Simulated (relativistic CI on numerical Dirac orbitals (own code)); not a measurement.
## Ar X: what numerical and physical settings do to a radial Dirac CI calculation

Reference input:

```
atom Ar  Z=18  charge=9  electrons=9
nucleus A=40  rms_radius_fm=3.4274
hamiltonian dirac-coulomb  breit=on  qed=on  c_scale=1
orbitals kli  potential=per-configuration
slater_scale 1
correlation none
mixing on
grid step=0.0125 r_max=10.3
scf mixing=0.4 start=green max_iterations=150 tolerance=2e-08 node_fill=0.05
configurations
  [He] 2s2 2p5
  [He] 2s 2p6
  [He] 2s2 2p4 3s
end
```

Computed lowest total energy -492.11179 Ha, first excitation 18004.1 cm⁻¹, 27 SCF steps. Runs with settings changed; * marks those that are bad on purpose (the QED terms keep the true α when c is scaled):

| Changed | Outcome | Lowest level | ΔE (Ha) | First excitation (cm⁻¹) | SCF steps | Message |
| --- | --- | --- | --- | --- | --- | --- |
| nuclear radius 3.7701 fm, Breit term off, SCF tolerance 1e-06 | converged | 2s2 2p5 2P°_3/2 | -0.123 | 18736.3 | 25 |  |
| grid step 0.03, start potential bare, speed of light × 10 | converged | 2s2 2p5 2P°_3/2 | 1.69 | 183.1 | 30 |  |
| nuclear radius 3.7701 fm | converged | 2s2 2p5 2P°_3/2 | 0.000126 | 18004.1 | 27 |  |
| SCF tolerance 0.01 * | converged | 2s2 2p5 2P°_3/2 | -8.54e-06 | 18005.4 | 15 |  |
| iteration limit 6 * | not converged |  |  |  | 6 | SCF of 1s2 2s2 2p5 did not converge |
